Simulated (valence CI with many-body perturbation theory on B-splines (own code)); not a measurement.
Nd²⁷⁺: E2, E3, M1, M2 decay

Method: configuration interaction combined with many-body perturbation theory (CI+MBPT): five valence electrons over a frozen Dirac-Fock core [Ar] 3d10, radial functions for each j: 9 s, 9 p, 8 d, 6 f, 3 g, 1 h, with the one-electron correlation potential Σ1 (screened to all orders), the two-electron term Σ2, the three-electron term Σ3, Breit, model QED; selected single and double excitations, second order for the rest (own B-spline code, finite nucleus).

The last digits are not significant, and no measured levels were compared; by estimate large intervals hold to a few tenths of a per cent, small ones and those within an open d or f shell to about a per cent. Among the levels kept, up to 270 cm⁻¹ of a level comes from second order outside the variational space, and about a tenth of that is noise between levels of different J, which matters for small intervals.

Lines 1 to 20 of 20 in falling wavelength, among levels below 202.05 eV, chosen from the decays that carry over 1 % of a level's rate. Wavelengths and rates use the calculated energies. Electric multipoles are in the length gauge, E1 and E2 with the static RPA response of the core. Weak lines are less certain than strong ones. Lines between different terms over intervals too small for the method are left out, as are lines whose strength nearly cancels. Branching is blank where the lifetime is uncertain.

Levels are named by their leading jj configuration (3d3/2^4 stands for four electrons in 3d with j = 3/2), which in mixed levels can hold well under half, so a name can repeat and another be missing. Letters in brackets count levels of one name in rising energy.

| λ vac (Å) | Upper | Lower | Type | A (s⁻¹) | Branch % |
| --- | --- | --- | --- | --- | --- |
| 3086 | (4s^2 4p1/2 4p3/2 4d5/2) J=9/2 | (4s^2 4p1/2 4p3/2 4d5/2) J=7/2 [a] | M1 | 1.33e+02 |  |
| 1836 | (4s^2 4p1/2 4p3/2 4d5/2) J=9/2 | (4s^2 4p1/2 4p3/2 4d3/2) J=7/2 | M1 | 2.17e+03 |  |
| 614.3 | (4s^2 4p3/2^2 4d5/2) J=9/2 | (4s^2 4p1/2 4p3/2 4d5/2) J=7/2 [b] | M1 | 4.40e+04 | 17.6 |
| 493.7 | (4s^2 4p1/2 4p3/2 4d5/2) J=9/2 | (4s^2 4p1/2^2 4d5/2) J=5/2 | E2 | 5.17e+02 |  |
| 476.9 | (4s^2 4p1/2 4p3/2^2) J=3/2 | (4s^2 4p1/2^2 4p3/2) J=3/2 | M1 | 1.93e+05 | 99.8 |
| 467.3 | (4s^2 4p3/2^3) J=3/2 | (4s^2 4p1/2 4p3/2^2) J=1/2 | M1 | 4.92e+04 | 10.3 |
| 435.5 | (4s^2 4p3/2^2 4d5/2) J=9/2 | (4s^2 4p1/2 4p3/2 4d5/2) J=9/2 | M1 | 9.93e+04 | 39.7 |
| 415.0 | (4s^2 4p1/2 4p3/2^2) J=5/2 | (4s^2 4p1/2^2 4p3/2) J=3/2 | M1 | 3.61e+04 | 93.2 |
| 415.0 | (4s^2 4p1/2 4p3/2^2) J=5/2 | (4s^2 4p1/2^2 4p3/2) J=3/2 | E2 | 2.46e+03 | 6.4 |
| 394.0 | (4s^2 4p3/2^3) J=3/2 | (4s^2 4p1/2 4p3/2^2) J=5/2 | M1 | 7.55e+04 | 15.9 |
| 394.0 | (4s^2 4p3/2^3) J=3/2 | (4s^2 4p1/2 4p3/2^2) J=5/2 | E2 | 6.23e+03 | 1.3 |
| 381.6 | (4s^2 4p3/2^2 4d5/2) J=9/2 | (4s^2 4p1/2 4p3/2 4d5/2) J=7/2 [a] | M1 | 8.21e+04 | 32.8 |
| 356.2 | (4s^2 4p1/2 4p3/2^2) J=1/2 | (4s^2 4p1/2^2 4p3/2) J=3/2 | M1 | 1.68e+05 | 97.8 |
| 356.2 | (4s^2 4p1/2 4p3/2^2) J=1/2 | (4s^2 4p1/2^2 4p3/2) J=3/2 | E2 | 3.67e+03 | 2.1 |
| 352.0 | (4s^2 4p3/2^2 4d5/2) J=9/2 | (4s^2 4p1/2 4p3/2 4d3/2) J=7/2 | M1 | 1.55e+04 | 6.2 |
| 350.8 | (4s^2 4p3/2^3) J=3/2 | (4s^2 4p1/2 4p3/2^2) J=3/2 | M1 | 3.41e+05 | 71.7 |
| 238.0 | (4s^2 4p1/2 4p3/2 4d5/2) J=9/2 | (4s 4p1/2^2 4p3/2^2) J=5/2 | E2 | 5.65e+02 |  |
| 153.9 | (4s^2 4p3/2^2 4d5/2) J=9/2 | (4s 4p1/2^2 4p3/2^2) J=5/2 | E2 | 5.37e+03 | 2.1 |
| 111.5 | (4s^2 4p1/2 4p3/2 4d5/2) J=9/2 | (4s^2 4p1/2 4p3/2^2) J=5/2 | M2 | 1.47e+03 |  |
| 87.91 | (4s^2 4p1/2 4p3/2 4d5/2) J=9/2 | (4s^2 4p1/2^2 4p3/2) J=3/2 | E3 | 6.39e+01 |  |
